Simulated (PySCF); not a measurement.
Job file and geometry (Å, from PBE0-D3(BJ)/def2-SVP) of an NMR shielding run on `FC(CCC[C@H](C)F)F`, C6H11F3, GIAO wB97X-D/pcSseg-1 NMR shielding, non-relativistic, gas phase (PySCF 2.14.0, density-fitted response routines); density fitting, a coarse starting grid and PySCF grid level 2 are the driver's defaults:

```
$ OMP_NUM_THREADS=1 python probes_run.py task.json out

{"job": {"kind": "nmr", "xc": "wB97X-D", "basis": "pcSseg-1", "pop": false}, "charge": 0, "multiplicity": 1}
C     -3.183537     0.111786     0.665865
C     -1.798543    -0.443355     0.898995
F     -1.507791    -0.346752     2.252491
C     -0.711647     0.273638     0.123789
C      0.677009    -0.289487     0.379698
C      1.771063     0.481071    -0.340100
C      3.144608    -0.088086    -0.107083
F      4.071672     0.638691    -0.773122
F      3.209567    -1.358878    -0.574410
H     -3.918239    -0.416986     1.289417
H     -3.476017    -0.002708    -0.388394
H     -3.216275     1.181462     0.922826
H     -1.776679    -1.521039     0.649236
H     -0.952802     0.216583    -0.951598
H     -0.742459     1.343797     0.395512
H      0.863906    -0.284641     1.466429
H      0.713140    -1.346016     0.064227
H      1.603780     0.482786    -1.430444
H      1.785948     1.534011    -0.014136
H      3.428102    -0.109594     0.961178
```

Q: Write the output of this run.

A: 
```
coarse grid: 16600 points
cycle   1  E = -534.3814527288  dE =  1.206e+00  |g| = 8.795e-01  |ddm| = 3.680e+00
cycle   2  E = -534.3755397618  dE =  5.913e-03  |g| = 9.983e-01  |ddm| = 9.986e-01
cycle   3  E = -534.5172846798  dE = -1.417e-01  |g| = 5.457e-02  |ddm| = 5.142e-01
cycle   4  E = -534.5177994350  dE = -5.148e-04  |g| = 2.466e-02  |ddm| = 4.862e-02
cycle   5  E = -534.5179292890  dE = -1.299e-04  |g| = 5.822e-03  |ddm| = 2.448e-02
cycle   6  E = -534.5179362583  dE = -6.969e-06  |g| = 1.842e-03  |ddm| = 5.079e-03
final grid: 161152 points
cycle   7  E = -534.5945971713  dE = -2.779e-04  |g| = 9.914e-03  |ddm| = 4.899e-02
cycle   8  E = -534.5945981446  dE = -9.732e-07  |g| = 1.055e-02  |ddm| = 1.301e-02
cycle   9  E = -534.5946127159  dE = -1.457e-05  |g| = 6.745e-04  |ddm| = 5.589e-03
cycle  10  E = -534.5946128431  dE = -1.272e-07  |g| = 3.527e-04  |ddm| = 1.385e-03
cycle  11  E = -534.5946128691  dE = -2.597e-08  |g| = 5.660e-05  |ddm| = 3.588e-04
cycle  12  E = -534.5946128700  dE = -9.111e-10  |g| = 3.439e-05  |ddm| = 1.247e-04
cycle  13  E = -534.5946128702  dE = -2.340e-10  |g| = 5.968e-06  |ddm| = 3.738e-05
converged SCF energy = -534.5946128702

GIAO shielding tensors (ppm)
atom      isotropic    diamagn.    paramagn.     s11        s22        s33       span
  0 C      160.791     246.374     -85.582    143.634    153.822    184.918     41.285
  1 C       94.812     242.896    -148.084     60.528     80.554    143.353     82.826
  2 F      385.676     476.171     -90.495    371.493    387.601    397.934     26.441
  3 C      144.881     251.869    -106.988    128.304    137.378    168.959     40.655
  4 C      162.686     251.490     -88.804    148.418    166.634    173.007     24.589
  5 C      146.818     248.179    -101.361    126.338    145.102    169.014     42.676
  6 C       64.396     243.122    -178.726     44.097     69.754     79.337     35.241
  7 F      310.391     467.200    -156.810    209.477    341.640    380.055    170.578
  8 F      317.892     473.863    -155.971    226.693    342.208    384.774    158.081
  9 H       29.649      26.166       3.483     25.631     27.082     36.233     10.603
 10 H       30.430      28.591       1.839     26.291     28.572     36.427     10.136
 11 H       30.043      28.646       1.397     26.435     28.809     34.885      8.450
 12 H       27.071      31.177      -4.105     25.200     26.271     29.743      4.542
 13 H       30.281      34.486      -4.205     25.204     31.345     34.294      9.090
 14 H       30.105      33.961      -3.855     25.765     30.968     33.583      7.818
 15 H       29.767      33.371      -3.604     24.008     31.385     33.907      9.899
 16 H       30.115      33.678      -3.562     24.410     31.259     34.678     10.268
 17 H       29.757      31.203      -1.446     25.790     30.086     33.396      7.606
 18 H       29.960      31.098      -1.138     25.265     30.358     34.257      8.991
 19 H       25.712      27.627      -1.916     23.416     25.021     28.697      5.281
```

Q: Turn these shieldings into chemical shifts. Scale: TMS for $^{13}$C (σref 184.54), $^{1}$H (σref 31.38); $^{19}$F (σref 187.16) against CFCl3 (reference shieldings calculated alike).

A: Averaging equivalent atoms: C 6: 120.1; C 1: 89.7; C 3: 39.7; C 5: 37.7; C 0: 23.7; C 4: 21.9; F 7: -123.2; F 8: -130.7; F 2: -198.5; H 19: 5.67; H 12: 4.31; H 17: 1.62; H 15: 1.61; H 18: 1.42; H 9/10/11: 1.34; H 14: 1.27; H 16: 1.26; H 13: 1.10 ppm. Unscaled 19F shifts against computed CFCl3 carry errors that often reach 10 to 50 ppm.

Size and cost of the density-fitted run: 208 basis functions, 81 s wall time on 1 thread of an Arm Neoverse N1, shared host; peak memory 1.1 GiB.
